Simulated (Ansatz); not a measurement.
One change: `C[SiH]1CN1` becomes `C[C@H]1N[Si@H]1C`.

Ansatz, PBE0-D4/def2-TZVP geometries, multiplicity 1. 

```tsv
property	`C[SiH]1CN1`
size of the dipole moment (B3LYP/def2-TZVPP) / D	2.03
HOMO–LUMO gap (B3LYP/def2-TZVPP) / eV	6.54
HOMO energy (PBE0/def2-TZVPP) / eV	-6.52
HOMO energy (B3LYP/def2-TZVPP) / eV	-6.29
size of the dipole moment (PBE/def2-TZVPP) / D	1.95
LUMO energy (PBE/def2-TZVPP) / eV	-0.35
```

(1) Give the same properties after the change, and the shifts. (Best estimate.)

Results:

(1) Computed: 
```tsv
property	`C[C@H]1N[Si@H]1C`	shift
size of the dipole moment (B3LYP/def2-TZVPP) / D	1.01	-1.02
HOMO–LUMO gap (B3LYP/def2-TZVPP) / eV	6.53	-0.01
HOMO energy (PBE0/def2-TZVPP) / eV	-6.48	0.04
HOMO energy (B3LYP/def2-TZVPP) / eV	-6.27	0.02
size of the dipole moment (PBE/def2-TZVPP) / D	0.82	-1.13
LUMO energy (PBE/def2-TZVPP) / eV	-0.33	0.02
```

Dipoles are sizes alone; their direction can turn.

B3LYP here is the variant with VWN-RPA as its local correlation; programs differ in this.
